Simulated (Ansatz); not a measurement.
`Sc1ccc(-c2ccc(-c3ccc(-c4ccc(S)cc4)cc3)cc2)cc1`, relaxed as a singlet with RKS PBE-D4/def2-SVP in Ansatz, starting from the GFN2-xTB geometry. Force threshold 0.03 eV/Å.

Single mean-field runs in def2-SVP are fitted with def2-universal-jkfit.

Start:

```xyz
44

S     0.5091   -5.5574    7.7758
C     0.3760   -4.5417    6.3350
C    -0.7335   -3.7395    6.1061
C    -0.7930   -2.9575    4.9700
C     0.2464   -2.9530    4.0413
C     0.1815   -2.1063    2.8433
C    -1.0190   -1.9184    2.1596
C    -1.0765   -1.1220    1.0342
C     0.0617   -0.4718    0.5620
C    -0.0036    0.3901   -0.6256
C     0.6290    1.6314   -0.6452
C     0.5548    2.4428   -1.7592
C    -0.1358    2.0333   -2.8978
C    -0.1955    2.8865   -4.0912
C    -0.3813    4.2629   -3.9812
C    -0.4413    5.0647   -5.1039
C    -0.3063    4.4991   -6.3645
S    -0.3737    5.4785   -7.8355
C    -0.1144    3.1285   -6.4914
C    -0.0640    2.3345   -5.3649
C    -0.7631    0.7892   -2.8796
C    -0.7059   -0.0137   -1.7591
C     1.2619   -0.6582    1.2441
C     1.3221   -1.4661    2.3610
C     1.3516   -3.7687    4.2851
C     1.4184   -4.5551    5.4161
H    -0.6659   -5.2124    8.2994
H    -1.5494   -3.7235    6.8152
H    -1.6528   -2.3227    4.8144
H    -1.9136   -2.4177    2.5018
H    -2.0190   -0.9834    0.5237
H     1.1669    1.9698    0.2289
H     1.0558    3.3997   -1.7582
H    -0.5041    4.7090   -3.0052
H    -0.5974    6.1294   -5.0005
H    -0.5644    6.6458   -7.2221
H    -0.0053    2.6957   -7.4745
H     0.1001    1.2726   -5.4709
H    -1.3182    0.4611   -3.7463
H    -1.1950   -0.9770   -1.7664
H     2.1592   -0.1781    0.8812
H     2.2611   -1.5892    2.8808
H     2.1608   -3.8044    3.5710
H     2.2756   -5.1868    5.5933
```

```csv
step,energy (eV),largest force component (eV/Å),SCF passes
1,-46787.9295,1.007,24
2,-46788.2923,0.339,21
3,-46788.3308,0.041,20
4,-46788.3333,0.020,19
5,-46788.3380,0.078,19
6,-46788.3416,0.104,19
7,-46788.3446,0.080,19
8,-46788.3470,0.053,19
9,-46788.3480,0.069,20
10,-46788.3485,0.044,15
11,-46788.3488,0.018,15
```

Force components are those of the run's own axes.

End:

```xyz
44

S     0.541   -5.649    7.885
C     0.381   -4.616    6.452
C    -0.821   -3.976    6.087
C    -0.876   -3.174    4.942
C     0.257   -2.975    4.121
C     0.192   -2.122    2.914
C    -0.986   -2.034    2.137
C    -1.048   -1.227    0.998
C     0.065   -0.463    0.576
C    -0.002    0.394   -0.629
C     0.713    1.612   -0.706
C     0.647    2.423   -1.841
C    -0.137    2.060   -2.961
C    -0.210    2.921   -4.163
C    -0.133    4.328   -4.065
C    -0.203    5.147   -5.196
C    -0.353    4.581   -6.479
S    -0.455    5.543   -7.965
C    -0.428    3.176   -6.594
C    -0.361    2.369   -5.456
C    -0.850    0.841   -2.884
C    -0.785    0.030   -1.748
C     1.244   -0.551    1.352
C     1.306   -1.360    2.490
C     1.455   -3.623    4.503
C     1.521   -4.429    5.642
H    -0.753   -5.540    8.294
H    -1.721   -4.096    6.709
H    -1.820   -2.666    4.696
H    -1.868   -2.627    2.422
H    -1.988   -1.172    0.429
H     1.321    1.937    0.152
H     1.231    3.355   -1.869
H    -0.044    4.799   -3.075
H    -0.153    6.241   -5.079
H    -0.315    6.758   -7.368
H    -0.531    2.713   -7.587
H    -0.397    1.276   -5.577
H    -1.486    0.532   -3.728
H    -1.342   -0.919   -1.733
H     2.137    0.014    1.046
H     2.236   -1.388    3.078
H     2.352   -3.516    3.875
H     2.466   -4.929    5.902
```

By distances, no bond broke or formed. The bond that changes most is S1–H27, from 1.33 to 1.36 Å (atoms count from 1).

The force fell under the threshold at step 4, but the optimiser went on and released 0.015 eV more. No frequencies were taken in this run, so the end may be a saddle point.

Hardware: 2 threads of AMD EPYC 7R13 on a shared host and a share (18 GiB) of an NVIDIA H100 80GB HBM3. Wall time 47 s.
